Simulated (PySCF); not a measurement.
Cost against size for one kind of job: PBE0-D3(BJ)/def2-SVP geometry optimisation, gas phase, def2 core potentials past Kr (PySCF); work: geometry optimisation from a GFN2-xTB start. Hardware: an Arm Neoverse V2 with one thread (shared host). The host was shared with other jobs, so the times are rough.

```tsv
species (SMILES)	atoms	electrons	basis functions	SCF cycles	gradient evaluations	wall time
[H][In]([H])[I]	4	104	62	26	4	9.2 s
PPP	8	50	79	28	5	8.0 s
NC1C=C1	9	30	81	36	6	?
[H][Ge]([Cl])([Cl])[Cl]	5	84	91	41	8	?
C=C(C=O)CF	11	46	109	34	5	17 s
[GeH3][GeH2][C]1=CC1	13	90	146	113	18	2.0 min
N#[C][Mo-](=[S])([C]#N)([C]#N)[C]#N (charge -1 and doublet state)	10	111	161	58	6	2.5 min
CCC[AsH2+][GaH3-]	17	94	166	59	9	1.9 min
C[C@@H]1C=CC=C1S(=O)(=O)O	18	84	184	114	16	4.3 min
```

Question: Estimate the withheld figures.

Answer: `NC1C=C1`: 8.1 s; `[H][Ge]([Cl])([Cl])[Cl]`: 24 s.

Question: With all rows, how does the wall time grow with the number of basis functions N?

Answer: A straight line through log(time) against log(N) has slope 3.4 between N = 62 and 184, and the rows scatter about it by a factor of about 1.6 (standard error of the fit). This is a fit to these rows, whose iteration counts differ, not the method's formal scaling.

Question: Which species took longest, and how many times the shortest run?

Answer: `C[C@@H]1C=CC=C1S(=O)(=O)O`, at 4.3 min: about 32 times the shortest (8.0 s).
